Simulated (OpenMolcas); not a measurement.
Fe4+ (d4) among equal point charges was computed by CASSCF with the d shell active (OpenMolcas, ANO-RCC-VDZP on the metal). Its lowest spin-free states, and all those of the highest spin:

```
2S+1  Degeneracy  E (cm-1)
   5           1       0.0
   5           2      2506
   5           2      3088
   3           2     27527
   3           1     27540
   3           1     27543
   3           2     28724
   3           2     29107
   3           2     29418
   3           1     29612
   3           1     30978
   3           2     31719
```

Is the site octahedral, tetrahedral or cube-like, axial, or of lower symmetry?

The states with 2S+1 = 5 have orbital degeneracies 1, 2, 2. There are pairs but no triples, so the site is axial: not cubic, but with a proper or improper axis of order three or more. The run had Fe4+ among 5 point charges of -1.5 e arranged as a trigonal bipyramid (D3h), 1.86 Å from the ion.

Without dynamic correlation the repulsion within the d shell is too large (B by tens of per cent), so at a given field states of lower spin stand too high. Point charges give a weaker field than real ligands, and real ions of this kind are often low spin; the high spin found here belongs to the model. The ground term spreads over less than 5000 cm-1, several times less than with real ligands, so orbital moments are less quenched and χT lies further from the spin-only value than at real sites. Point charges carry no covalency, so the field is a model and not that of real ligands. No measured value stands beside these numbers.
